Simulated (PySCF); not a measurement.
Compound: C5H11O2 (doublet state).
Z-matrix (Å and degrees, GFN2-xTB geometry), rows numbered from 1:
```
C 
C   1  1.5196
O   2  1.4141  1  108.32
C   3  1.3651  2  116.41  1   171.30
O   4  1.3813  3  116.03  2    21.09
C   5  1.4089  4  114.70  3   169.70
C   6  1.5204  5  108.40  4   176.97
H   1  1.0865  2  109.91  3    56.50
H   1  1.0866  2  110.13  3   -62.98
H   1  1.0863  2  109.84  3   176.66
H   2  1.0987  1  110.79  3  -119.91
H   2  1.0981  1  110.83  3   120.41
H   4  1.0858  3  111.75  2   158.75
H   6  1.0998  5  109.79  4    56.19
H   6  1.1008  5  109.66  4   -62.23
H   7  1.0868  6  109.92  5    57.25
H   7  1.0862  6  109.89  5   177.48
H   7  1.0866  6  109.99  5   -62.26
```

The hyperfine couplings belong to this conformer and change with its torsions.

As a line formula: `CCO[CH]OCC` [radical].

The calculation used PySCF 2.14.0, UKS B3LYP, pcH-1 on C H O, non-relativistic, mean-field spin-orbit, GIAO. Geometry: GFN2-xTB, one conformer, isolated molecule. A GFN2-xTB geometry isn't a minimum of the functional, and hyperfine couplings can be far from their values at a DFT geometry. Stability of the SCF solution: not tested.

Principal values of hyperfine tensors in MHz (contact and dipolar terms together), for some of the nuclei:

```tsv
atom	isotope	A1	A2	A3
C4	13C	214.21	214.78	418.73
H13	1H	6.88	31.14	68.30
O5	17O	-80.20	-3.53	-1.24
O3	17O	-84.07	1.54	4.59
H11	1H	10.90	11.36	19.77
H14	1H	1.35	2.28	13.91
H15	1H	2.28	2.82	11.92
C2	13C	-5.54	-4.48	-1.54
```

Q: Give the isotropic coupling of each nucleus in MHz and in mT (g = 2.0034), and the anisotropic part.

A: a_iso is a third of the trace, T = A − a_iso, and a(mT) = a(MHz)/(g × 13.996).

```csv
atom,a_iso (MHz),a_iso (mT),T1,T2,T3
C4,282.57,10.078,-68.37,-67.79,136.16
H13,35.44,1.264,-28.56,-4.30,32.86
O5,-28.32,-1.010,-51.87,24.79,27.08
O3,-25.98,-0.927,-58.09,27.52,30.57
H11,14.01,0.500,-3.11,-2.65,5.76
H14,5.85,0.209,-4.50,-3.57,8.07
H15,5.67,0.202,-3.39,-2.85,6.25
C2,-3.86,-0.138,-1.69,-0.63,2.31
```

Q: What spin density at the nucleus of H11 lies behind its contact coupling (g_N = 5.58569)?

A: a_FC = (2μ0/3) gₑ μB g_N μN ρ(0)/(2S·h) = 800.24 MHz × g_N × ρ(0)/(2S), with ρ in bohr⁻³. With a_FC = 14.01 MHz and 2S = 1, ρ(0) = 0.003135 bohr⁻³. In magnitude that is 1.0 % of the 1/π = 0.318 of a free hydrogen atom.

Q: H12 (1H, g_N = 5.58569) isn't in the table. Its spin density at the nucleus is 0.002768 bohr⁻³. What is its contact coupling?

A: By the same relation, a_FC = 12.37 MHz. Its full tensor has the principal values 8.31, 8.84, 19.97 MHz.

Q: Name the largest traceless tensor T of the table and describe it.

A: C4: -68.4, -67.8, 136.2 MHz, axial, in the ratio −1:−1:+2, the form that spin in one p orbital centred on that nucleus gives.

Q: What first-order splitting does H13 cause when the field lies along A1, A2 or A3 of its tensor (g taken as isotropic, no quadrupole term)?

A: 2 lines (I = 1/2), spaced by |A_i|/(g × 13.996): 0.25, 1.11, 2.44 mT along the axes of A1, A2 and A3.

The run took 60 s wall (grids of density and orbitals included) on one thread, Arm Neoverse V2 (aarch64) (shared host), and the process peaked at 1.1 GiB of memory.
